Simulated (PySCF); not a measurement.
## Cu⁺: ionisation energy

Cu⁺ [Ar] 3d10 (1S) → Cu²⁺ [Ar] 3d9 (2D), as a difference of total energies. Computed with PySCF 2.14 in pcseg-2 (6s4p3d2f1g, 56 functions), with no relativity, point nucleus. Correlated levels: valence: [Ar] frozen. The calculations carry no spin-orbit coupling.

| method | ionisation energy (eV) | difference from reference (eV) |
| --- | --- | --- |
| UHF | 17.301 | -2.991 |
| PBE | 21.099 | +0.807 |
| B3LYP | 20.764 | +0.472 |
| MP2 (valence) | 20.832 | +0.540 |
| SCS-MP2 (valence) | 20.401 | +0.109 |

Reference: 20.292 eV (measured; NIST Atomic Spectra Database, ionization energies).

These non-relativistic numbers lack the scalar-relativistic shift.

The reference lies between the lowest fine-structure levels, while these numbers refer to the centres of the terms.

Errors of the correlated levels include the incompleteness of this basis and the frozen core.
